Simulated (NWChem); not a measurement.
Molecule: CH6GaN; SMILES [GaH2][NH]C

```xyz
9

Ga    -0.0436    -0.8079     0.0000
H      1.0926    -1.8922     0.0000
H     -1.6021    -1.0136     0.0000
N      0.5189     0.9353     0.0000
C     -0.2863     2.1406     0.0000
H      1.5253     1.1242     0.0000
H     -0.1072     2.7795    -0.8963
H     -0.1072     2.7795     0.8963
H     -1.3638     1.8770     0.0000
```
Atoms are numbered in this order, from 1.

Program: NWChem. Pople sets run with spherical d functions. Coordinates come from a PBE-D3(BJ)/def2-SVP optimisation. Level r2SCAN/6-31G*: energy and gradient on several grids; changes count from the extra-fine grid, which is no exact limit either.

**Question.** Which is the coarsest grid (coarse; medium; xcoarse; xfine; fine) from which on the energy stays within 100 μHa and each gradient component within 200 μHa/bohr of xfine?

**Answer.** fine.
| grid | size of the energy change (μHa) | largest change of a gradient component (μHa/bohr) | time, medium = 1 (rough) |
|---|---|---|---|
| xcoarse | 3000 | 4000 | about 1 |
| coarse | 700 | 2000 | about 1 |
| medium | 30 | 300 | about 1 |
| fine | < 10 | 30 | about 1 |
| xfine | < 10 | < 30 | 2 |
